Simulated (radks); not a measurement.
The numbers below are computed, except where a source is named.
The mean radii <r> (bohr) of the occupied orbitals of an atom or ion are listed with their occupations. Level of theory: Dirac Kohn-Sham, PBEsol, spin-unpolarised, spherical densities, finite nucleus; Fermi nuclear charge, rms radius of each element as measured or else 0.836 A^(1/3) + 0.57 fm (a radial shooting solver on a logarithmic mesh with Libxc functionals).

| orbital | occ. | <r> |
|---|---|---|
| 1s1/2 | 2 | 0.01606 |
| 2s1/2 | 2 | 0.06694 |
| 2p1/2 | 2 | 0.05489 |
| 2p3/2 | 4 | 0.06380 |
| 3s1/2 | 2 | 0.1740 |
| 3p1/2 | 2 | 0.1645 |
| 3p3/2 | 4 | 0.1807 |
| 3d3/2 | 4 | 0.1570 |
| 3d5/2 | 6 | 0.1619 |
| 4s1/2 | 2 | 0.3843 |
| 4p1/2 | 2 | 0.3854 |
| 4p3/2 | 4 | 0.4200 |
| 4d3/2 | 4 | 0.4247 |
| 4d5/2 | 6 | 0.4358 |
| 5s1/2 | 2 | 0.8543 |
| 4f5/2 | 6 | 0.4508 |
| 4f7/2 | 8 | 0.4572 |
| 5p1/2 | 2 | 0.9125 |
| 5p3/2 | 4 | 1.005 |
| 5d3/2 | 4 | 1.267 |
| 5d5/2 | 6 | 1.313 |
| 6s1/2 | 2 | 2.170 |

Name the element and its charge. Open shells, if any, fill j = l - 1/2 first.

Answer. Z = 82, lead, charge +2: Pb2+ in [Hg]. The 1s radius gives Z: for a bare nucleus <r> = (2 gamma + 1)/(2Z) with gamma = sqrt(1 - (Z/c)^2), 0.01587 bohr for Z = 82, and screening makes it slightly larger (0.01606 here). The occupations add up to 80, and the charge is Z minus that.
